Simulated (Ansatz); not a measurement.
`N[C@@H](F)[Si@@H](O)F` → `NC(F)O[SiH2]F`  (isomerisation)

Isolated molecules relaxed with PBE0-D4/def2-TZVP in Ansatz; ΔE leaves out vibrations. CCSD(T)/CBS adds triple-zeta CCSD(T) − MP2 to the extrapolated MP2 energy (def2 sets, frozen cores). DFT in def2-TZVPP. B3LYP here is the variant with VWN-RPA as its local correlation; programs differ in this. One conformer a species, not always the lowest.

| level | ΔE (kcal/mol) |
| --- | --- |
| B3LYP | 5.4 |
| CCSD/def2-TZVPP | 4.5 |

(1) What does CCSD(T)/CBS give? (An estimate is asked.)

Largest T1 diagnostic among the species: 0.012.

Answers

(1) Computed: +6.1 kcal/mol. The listed levels differ from it by -0.7, -1.6 kcal/mol.

From PBE to PBE0 (25 % exact exchange), in def2-TZVPP and without D4, ΔE moves by −1.1 kcal/mol. In def2-TZVPP, CCSD(T) changes the Hartree–Fock value by +4.2 kcal/mol (the triples alone add +0.3 kcal/mol) and MP2 by +5.0 kcal/mol.
